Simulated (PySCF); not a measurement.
## Computed structure and properties of Y(SH)3

System: Y(SH)3 (singlet); start: displaced along the imaginary mode (C1). Method: PySCF 2.14.0, RKS PBE0, Y def2-SVP with ECP28, S def2-SVP, H def2-SVP; non-relativistic Hamiltonian with scalar-relativistic core potentials where named; density fitting; no spin-orbit coupling.

Input of the relaxation:

```python
mol = gto.M(atom='''
Y     -0.00000     0.00003    -0.35839
S      2.47406     0.00605     0.28123
H      2.26036    -0.21106     1.61681
S     -1.24318     2.13879     0.28165
H     -0.91620     2.08677     1.61805
S     -1.23088    -2.14641     0.28081
H     -1.34416    -1.82828     1.61558''',
    basis={'Y': 'def2-SVP', 'S': 'def2-SVP', 'H': 'def2-SVP'},
    ecp={'Y': 'def2-SVP'},
    charge=0, spin=0)
mf = dft.RKS(mol, xc='PBE0')
mf.grids.atom_grid = (50, 194)
mf = mf.density_fit()  # fitting sets: Y def2-universal-JKFIT, S def2-universal-JKFIT, H def2-universal-JKFIT
mf.conv_tol = 1e-08; mf.max_cycle = 55
mf.kernel(dm0)  # dm0: converged density of the start geometry
# quasi-Newton relaxation in Cartesian coordinates to a largest gradient under 0.00045 Eh/bohr, steps kept in the point group
```

Run from Python with OMP_NUM_THREADS=2; the lines above give its settings. Where DIIS fails, smearing, a level shift and second-order steps follow.
It took 2.8 min on 2 threads of Arm Neoverse V1, on a shared host, from the converged density of the start.

Course of the relaxation:

```csv
step,energy above end (eV),largest force component within the symmetry (eV/Å)
0,0.4850,0.596
1,0.4448,0.214
2,0.3898,0.702
3,0.3535,0.814
4,0.3176,0.759
5,0.2846,1.214
6,0.2776,1.257
7,0.2140,0.663
24,0.0059,0.099
25,0.0019,0.082
26,0.0006,0.042
27,0.0002,0.027
28,0.0001,0.021
29,0.0000,0.021
```
(The steps between are left out.)

Relaxed geometry (C1, nearly C3h):

```xyz
7

Y     0.0191    0.0115    0.7500
S     2.5281    0.4500    0.7573
H     2.8083   -0.8759    0.7997
S    -1.6623    1.9236    0.7735
H    -0.6975    2.8747    0.7337
S    -0.8542   -2.3782    0.7194
H    -2.1416   -1.9599    0.8023
```

```json
{"contact": "Y1–S2 (SH)", "Å": "2.547"}
{"contact": "Y1–S4 (SH)", "Å": "2.546"}
{"contact": "Y1–S6 (SH)", "Å": "2.544"}
```

On the finer grid (75, 302):

```json
{
  "HOMO": "-7.50 eV",
  "LUMO": "-2.40 eV",
  "Dipole about the centre of mass": "0.11 D",
  "Set of Mulliken populations of Y1 outside the core potential": "s 2.39, p 6.37, d 1.42, f 0.09",
  "D3(BJ) dispersion energy (not in the energies)": "-0.188 eV"
}
```

```json
{"atom": "Y1", "Mulliken (e)": "0.73", "Löwdin (e)": "-0.23", "spin (e)": "0.00"}
{"atom": "S2", "Mulliken (e)": "-0.36", "Löwdin (e)": "0.05", "spin (e)": "0.00"}
{"atom": "H3", "Mulliken (e)": "0.11", "Löwdin (e)": "0.03", "spin (e)": "0.00"}
{"atom": "S4", "Mulliken (e)": "-0.36", "Löwdin (e)": "0.05", "spin (e)": "0.00"}
{"atom": "H5", "Mulliken (e)": "0.11", "Löwdin (e)": "0.03", "spin (e)": "0.00"}
{"atom": "S6", "Mulliken (e)": "-0.36", "Löwdin (e)": "0.05", "spin (e)": "0.00"}
{"atom": "H7", "Mulliken (e)": "0.11", "Löwdin (e)": "0.03", "spin (e)": "0.00"}
```

On the grid (50, 194), as all that follows. Harmonic modes: a minimum within the noise of the softest modes; lowest 58 cm⁻¹ (negative: unstable), highest 2686 cm⁻¹, zero-point energy 0.688 eV.

Taking off one SH (charge -1, singlet; the rest: singlet) in vacuum, both parts rigid, costs 9.25 eV; the small basis without counterpoise inflates it. Most of it is the attraction of opposite charges; other ways to part are cheaper, and one spin state was tried for the rest.

Rigid scan of SH along the line from its metal:

| distance to S2 (Å) | energy (eV) |
| --- | --- |
| 2.25 | 0.670 |
| 2.35 | 0.261 |
| 2.45 | 0.057 |
| 2.55 | 0.000 |
| 2.65 | 0.046 |
| 2.75 | 0.165 |
| 2.95 | 0.532 |
| 3.25 | 1.217 |
| 3.65 | 2.120 |
| 4.15 | 3.045 |

One start shape was tried, so this needn't be the lowest isomer.
